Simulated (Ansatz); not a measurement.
Basis-set extrapolation for C$_{2}$H$_{7}$AlN$_{2}$O (`[CH3][Al]([OH])[C](=N)N`) (PBE0-D4/def2-TZVP geometry, frozen core, Ansatz). Multiplicity 1, RHF reference.

|  | def2-TZVPP | def2-QZVPP |
| --- | --- | --- |
| HF | -505.672817 | -505.692822 |
| MP2 correlation | -1.068487 | -1.145617 |
| CCSD(T) correlation | -1.147089 | not run |

Energies in hartree. Use E(X) = E(∞) + A·exp(−7.88·√X) for Hartree–Fock and E(X) = E(∞) + B·X^(−2.97) for correlation, with X = 3 and 4, and add CCSD(T) minus MP2 of the smaller set to the MP2 limit.

**Question.** What is the CCSD(T) energy at the basis-set limit?

**Answer.** HF limit: -505.692822 + (-0.020005) × 0.13774 = -505.69558. MP2 limit: -1.145617 + (-0.077130) × 0.74074 = -1.20275. Higher-order term: -1.147089 − (-1.068487) = -0.07860. Total: -506.97693 hartree, 412.3 kJ/mol below CCSD(T)/def2-TZVPP.
